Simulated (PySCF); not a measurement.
YF3, SMILES [F][Y]([F])[F]. Geometry optimised at PBE0-D3(BJ)/def2-TZVP. The isomer is the one that the SMILES or the coordinates give; other isomers of the formula were not compared. The def2 effective core potentials stand for the cores of Y; spin–orbit coupling is left out.

**Question.** Give the equilibrium geometry at PBE0-D3(BJ)/def2-TZVP (PySCF confirms it by a frequency run) as bond lengths and angles, and its point group. (The exact figures need the calculation; the answer reports its results.)

**Answer.** point group D3h.
Atoms: Y1 F2 F3 F4. Bonded distances (Å): Y1–F2 1.997, Y1–F3 1.997, Y1–F4 1.997. Angles (°): F2–Y1–F3 120.0, F2–Y1–F4 120.0, F3–Y1–F4 120.0.
